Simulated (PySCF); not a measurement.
Br4Zr, triplet, geometry from GFN2-xTB (such geometries of metal compounds can be far from the true shape) (the multiplicity is a formal guess) (all electrons, no relativity); PySCF with HF/3-21G.

The PySCF input:
```python
from pyscf import gto, scf

mol = gto.Mole()
mol.atom = '''
    Zr    0.000000   -0.000000   -0.000000
    Br    2.010241   -0.547744   -1.478199
    Br    0.774491    0.291477    2.416892
    Br   -1.089645    2.163291   -0.811793
    Br   -1.695086   -1.907024   -0.126901
'''
mol.basis = '3-21g'
mol.charge = 0
mol.spin = 2
mol.verbose = 5
mol.build()

mf = scf.UHF(mol)
mf.kernel()
```

The log (banner, timings and long lists left out):

```
PySCF version 2.14.0

[INPUT] verbose = 5
[INPUT] max_memory = 4000
[INPUT] num. atoms = 5
[INPUT] num. electrons = 180
[INPUT] charge = 0
[INPUT] spin (= nelec alpha-beta = 2S) = 2
[INPUT] symmetry False subgroup None
[INPUT] Mole.unit = angstrom
[INPUT] Symbol           X                Y                Z      unit          X                Y                Z       unit  Magmom
[...]
[INPUT] ---------------- BASIS SET ----------------
[INPUT] l, kappa, [nprim/nctr], expnt,             c_1 c_2 ...
[INPUT] Br
[...]
                                923.69743         0.372041
                                202.52031         0.685873
[...]
                                58.25357          0.093145
                                18.46933          0.961679
[...]
                                6.821752          0.280266
                                2.291629          0.902036
[...]
                                0.499354          1.336012
[...]
                                58.25357          0.601056
                                18.46933          0.41287
[...]
                                6.821752          0.48661
                                2.291629          0.582423
[...]
                                0.499354          0.98407
[...]
                                8.900831          0.511748
                                2.428436          0.575915
[INPUT] Zr
[...]
                                1221.668          0.369399
                                267.6917          0.688728
[...]
                                78.30495          0.08584
                                24.84523          0.967513
[...]
                                17.57415          1.409596
                                3.742985          1.009349
[...]
                                1.178992          0.423285
                                0.444697          0.814068
[...]
                                0.062116          1.120709
[...]
                                78.30495          0.596569
                                24.84523          0.416785
[...]
                                17.57415          1.11209
                                3.742985          0.736802
[...]
                                1.178992          0.459976
                                0.444697          0.605849
[...]
                                0.062116          1.000384
[...]
                                14.77416          0.500554
                                4.358961          0.578782
[...]
                                0.643313          0.797207
[...]
nuclear repulsion = 2092.34778280502
number of shells = 54
number of NR pGTOs = 297
number of NR cGTOs = 124
basis = 3-21g
ecp = {}

******** <class 'pyscf.scf.uhf.UHF'> ********
method = UHF
initial guess = minao
damping factor = 0
level_shift factor = 0
DIIS = <class 'pyscf.scf.diis.CDIIS'>
diis_start_cycle = 1
diis_space = 8
diis_damp = 0
SCF conv_tol = 1e-09
SCF conv_tol_grad = None
SCF max_cycles = 50
direct_scf = True
direct_scf_tol = 1e-13
number electrons alpha = 91  beta = 89
Set gradient conv threshold to 3.16228e-05
E1 = -23282.7240788689  E2 = 7443.646927977939  Ecoul = 7910.416094659891  Exc = -466.7691666819519
init E= -13746.7293680859
cond(S) = 92.40620021328978

  alpha mo_energy =
[-6.47306512e+02 -4.87023523e+02 -4.87023409e+02 -4.87023409e+02
 -4.87023409e+02 -9.16073818e+01 -8.35386645e+01 -8.35386645e+01
 -8.35386645e+01 -6.50033586e+01 -6.50031725e+01 -6.50031725e+01
 -6.50031725e+01 -5.82017493e+01 -5.82016495e+01 -5.82016495e+01
 -5.82016495e+01 -5.82012164e+01 -5.82012164e+01 -5.82012164e+01
 -5.82010465e+01 -5.82010465e+01 -5.82010465e+01 -5.82009643e+01
 -5.82009643e+01 -1.64511033e+01 -1.32131848e+01 -1.32131848e+01
 -1.32131848e+01 -9.96637009e+00 -9.96492209e+00 -9.96492208e+00
 -9.96492206e+00 -7.93026898e+00 -7.93026898e+00 -7.93025830e+00
 -7.93025830e+00 -7.93025829e+00 -7.53784764e+00 -7.53766491e+00
 -7.53766491e+00 -7.53766489e+00 -7.53466288e+00 -7.53466288e+00
 -7.53466211e+00 -7.53466210e+00 -7.53466210e+00 -7.53465033e+00
 -7.53465032e+00 -7.53465031e+00 -3.25554955e+00 -3.25554954e+00
 -3.25554952e+00 -3.25471090e+00 -3.25428142e+00 -3.25428142e+00
 -3.25412343e+00 -3.25412342e+00 -3.25412341e+00 -3.25376017e+00
 -3.25376016e+00 -3.25376016e+00 -3.25188854e+00 -3.25188853e+00
 -3.25188853e+00 -3.25188528e+00 -3.25188528e+00 -3.25188043e+00
 -3.25188042e+00 -3.25188042e+00 -2.63375130e+00 -1.64985386e+00
 -1.64985384e+00 -1.64985380e+00 -1.20113113e+00 -1.12150926e+00
 -1.12150925e+00 -1.12150924e+00 -6.02973287e-01 -5.22986001e-01
 -5.22985998e-01 -5.22985987e-01 -5.20584937e-01 -5.20584917e-01
 -5.14185110e-01 -5.14185097e-01 -5.14185093e-01 -4.82284615e-01
 -4.82284605e-01 -4.82284602e-01 -9.58384470e-02 -9.58384462e-02
 -7.06548430e-02 -7.06548266e-02 -7.06548203e-02 -6.20229436e-02
  1.54227403e-02  1.54227423e-02  1.54227461e-02  1.01358491e-01
  1.74229777e-01  1.74229824e-01  1.74229869e-01  6.84519591e-01
  6.84519624e-01  6.94802686e-01  6.94802691e-01  6.94802700e-01
  7.51486768e-01  7.58174637e-01  7.58174653e-01  7.58174663e-01
  7.94572586e-01  7.94572602e-01  7.94572629e-01  8.53088415e-01
  8.53088416e-01  9.72703278e-01  9.72703417e-01  9.72703440e-01
  1.04050305e+00  1.04050309e+00  1.04050319e+00  1.13315956e+00]
  beta  mo_energy =
[-6.47306512e+02 -4.87023523e+02 -4.87023409e+02 -4.87023409e+02
 -4.87023409e+02 -9.16073818e+01 -8.35386645e+01 -8.35386645e+01
 -8.35386645e+01 -6.50033586e+01 -6.50031725e+01 -6.50031725e+01
 -6.50031725e+01 -5.82017493e+01 -5.82016495e+01 -5.82016495e+01
 -5.82016495e+01 -5.82012164e+01 -5.82012164e+01 -5.82012164e+01
 -5.82010465e+01 -5.82010465e+01 -5.82010465e+01 -5.82009643e+01
 -5.82009643e+01 -1.64511033e+01 -1.32131848e+01 -1.32131848e+01
 -1.32131848e+01 -9.96637009e+00 -9.96492209e+00 -9.96492208e+00
 -9.96492206e+00 -7.93026898e+00 -7.93026898e+00 -7.93025830e+00
 -7.93025830e+00 -7.93025829e+00 -7.53784764e+00 -7.53766491e+00
[...]
 -7.39848853e+00 -7.39786621e+00 -7.39521805e+00 -7.39435332e+00
 -7.38968600e+00 -7.38579654e+00 -7.38454247e+00 -7.33343135e+00
 -7.32941362e+00 -7.32847022e+00 -3.13237398e+00 -3.13209568e+00
 -3.12869007e+00 -3.12843910e+00 -3.12808150e+00 -3.12694881e+00
 -3.12603020e+00 -3.12460663e+00 -3.12376285e+00 -3.12282679e+00
 -3.11836746e+00 -3.11811963e+00 -3.11482253e+00 -3.11464961e+00
 -3.11367244e+00 -3.06124811e+00 -3.05994449e+00 -3.05919303e+00
 -3.05558823e+00 -3.05555553e+00 -2.50139319e+00 -1.55329109e+00
 -1.51921325e+00 -1.50401833e+00 -1.00682475e+00 -9.96012143e-01
 -9.90778387e-01 -9.68302831e-01 -4.97850467e-01 -4.84639129e-01
 -4.77319417e-01 -4.66167633e-01 -4.57948159e-01 -4.55130004e-01
 -4.40698793e-01 -4.06434568e-01 -4.05836227e-01 -3.80147076e-01
 -3.76816632e-01 -2.09262614e-01  3.67253906e-02  4.89219847e-02
  5.39851480e-02  5.89872659e-02  6.70832796e-02  7.76873121e-02
  7.97039490e-02  8.15940880e-02  8.40026176e-02  2.19460485e-01
  2.61077693e-01  2.63754349e-01  2.68368044e-01  7.86937464e-01
  7.94381251e-01  7.95087414e-01  7.99967588e-01  8.13744214e-01
  8.61324693e-01  8.64201826e-01  8.67779581e-01  8.68792297e-01
  8.98248931e-01  9.02071214e-01  9.03158337e-01  9.38285932e-01
  9.63570305e-01  1.06080882e+00  1.06734725e+00  1.07981000e+00
  1.13138844e+00  1.13484809e+00  1.13900888e+00  1.23371381e+00]
multiplicity <S^2> = 2.0449467  2S+1 = 3.0298163
E1 = -23327.104048599183  E2 = 7472.326273626358  Ecoul = 7941.145418067705  Exc = -468.8191444413469
cycle= 38 E= -13762.4299921678  delta_E= 9.71e-10  |g|= 2.84e-05  |ddm|= 0.000161
  alpha mo_energy =
[-6.46941608e+02 -4.86827910e+02 -4.86824424e+02 -4.86814424e+02
 -4.86753323e+02 -9.13400616e+01 -8.32436492e+01 -8.32433739e+01
 -8.32432883e+01 -6.48350096e+01 -6.48315353e+01 -6.48215746e+01
 -6.47611767e+01 -5.80248561e+01 -5.80220332e+01 -5.80214373e+01
 -5.80213038e+01 -5.80185761e+01 -5.80179544e+01 -5.80111534e+01
 -5.80086711e+01 -5.80080139e+01 -5.79487759e+01 -5.79482122e+01
 -5.79481104e+01 -1.62795412e+01 -1.30520726e+01 -1.30442889e+01
 -1.30411310e+01 -9.82996741e+00 -9.82644296e+00 -9.81636223e+00
 -9.75528419e+00 -7.76850670e+00 -7.75609916e+00 -7.75519452e+00
 -7.75250025e+00 -7.74553877e+00 -7.41119114e+00 -7.40738480e+00
 -7.40446679e+00 -7.40103229e+00 -7.40056587e+00 -7.39721167e+00
 -7.39650556e+00 -7.39125157e+00 -7.38757452e+00 -7.33295002e+00
 -7.32917765e+00 -7.32898615e+00 -3.13665042e+00 -3.13585554e+00
 -3.13286628e+00 -3.13215244e+00 -3.13203106e+00 -3.12846809e+00
 -3.12807904e+00 -3.12763759e+00 -3.12486897e+00 -3.12443528e+00
 -3.12210913e+00 -3.12162597e+00 -3.11821262e+00 -3.11567358e+00
 -3.11519521e+00 -3.06109430e+00 -3.05975757e+00 -3.05922061e+00
 -3.05566346e+00 -3.05564479e+00 -2.54124684e+00 -1.59235884e+00
 -1.58295355e+00 -1.55991138e+00 -1.05197493e+00 -1.04533427e+00
 -1.03496958e+00 -9.68775798e-01 -5.22869712e-01 -5.09756352e-01
 -5.06810419e-01 -4.98529524e-01 -4.89276230e-01 -4.81770083e-01
 -4.79168838e-01 -4.75980479e-01 -4.64601221e-01 -4.41575870e-01
 -4.18268950e-01 -4.05709185e-01 -3.44207129e-01  2.02047289e-02
  3.65919001e-02  4.34027089e-02  4.95439294e-02  5.73456837e-02
  7.71889569e-02  7.74002355e-02  8.35662528e-02  2.10104143e-01
  2.50657811e-01  2.53882903e-01  2.60711125e-01  7.56464733e-01
  7.68686037e-01  7.85151722e-01  7.92237220e-01  8.08445702e-01
  8.28781996e-01  8.54389592e-01  8.57578270e-01  8.60352624e-01
  8.84309313e-01  8.94868353e-01  8.95460153e-01  9.11293558e-01
  9.32222140e-01  1.05293626e+00  1.06061843e+00  1.07590321e+00
  1.12017365e+00  1.12585459e+00  1.13417400e+00  1.22879976e+00]
  beta  mo_energy =
[-6.46941663e+02 -4.86825704e+02 -4.86822288e+02 -4.86812477e+02
 -4.86753349e+02 -9.13350053e+01 -8.32424735e+01 -8.32379430e+01
 -8.32360692e+01 -6.48334696e+01 -6.48300433e+01 -6.48202117e+01
 -6.47611939e+01 -5.80211470e+01 -5.80202287e+01 -5.80185060e+01
 -5.80177329e+01 -5.80168686e+01 -5.80150759e+01 -5.80079351e+01
 -5.80071851e+01 -5.80052761e+01 -5.79490151e+01 -5.79482273e+01
 -5.79479507e+01 -1.62764206e+01 -1.30514690e+01 -1.30397659e+01
 -1.30350069e+01 -9.82557664e+00 -9.82219064e+00 -9.81248359e+00
 -9.75533981e+00 -7.75368134e+00 -7.75276645e+00 -7.75028123e+00
 -7.74409210e+00 -7.73740783e+00 -7.40260937e+00 -7.39926747e+00
 -7.39846286e+00 -7.39784056e+00 -7.39523300e+00 -7.39436833e+00
 -7.38969911e+00 -7.38580968e+00 -7.38455559e+00 -7.33343025e+00
 -7.32941260e+00 -7.32846915e+00 -3.13234786e+00 -3.13206958e+00
 -3.12870510e+00 -3.12845431e+00 -3.12805549e+00 -3.12692336e+00
 -3.12600456e+00 -3.12462195e+00 -3.12377773e+00 -3.12284178e+00
 -3.11838083e+00 -3.11813303e+00 -3.11483564e+00 -3.11466302e+00
 -3.11368566e+00 -3.06124701e+00 -3.05994341e+00 -3.05919193e+00
 -3.05558716e+00 -3.05555447e+00 -2.50139304e+00 -1.55329088e+00
 -1.51921338e+00 -1.50401804e+00 -1.00682128e+00 -9.96010478e-01
 -9.90784017e-01 -9.68302360e-01 -4.97847107e-01 -4.84637074e-01
 -4.77325411e-01 -4.66163216e-01 -4.57948169e-01 -4.55135324e-01
 -4.40698210e-01 -4.06434981e-01 -4.05835536e-01 -3.80147753e-01
 -3.76816006e-01 -2.09262074e-01  3.67255758e-02  4.89221513e-02
  5.39853846e-02  5.89870162e-02  6.70832901e-02  7.76875370e-02
  7.97034959e-02  8.15941589e-02  8.40026774e-02  2.19460759e-01
  2.61077055e-01  2.63754598e-01  2.68368282e-01  7.86937363e-01
  7.94384361e-01  7.95089798e-01  7.99963775e-01  8.13743478e-01
  8.61327223e-01  8.64201500e-01  8.67781476e-01  8.68787161e-01
  8.98248520e-01  9.02070830e-01  9.03158943e-01  9.38285893e-01
  9.63570351e-01  1.06081138e+00  1.06734430e+00  1.07981051e+00
  1.13138940e+00  1.13484681e+00  1.13900907e+00  1.23371365e+00]
multiplicity <S^2> = 2.0449472  2S+1 = 3.0298167
E1 = -23327.10405342973  E2 = 7472.326278452486  Ecoul = 7941.1454228638495  Exc = -468.8191444113636
Extra cycle  E= -13762.4299921722  delta_E= -4.42e-09  |g|= 2.71e-05  |ddm|= 0.000111
converged SCF energy = -13762.4299921722  <S^2> = 2.0449472  2S+1 = 3.0298167
```
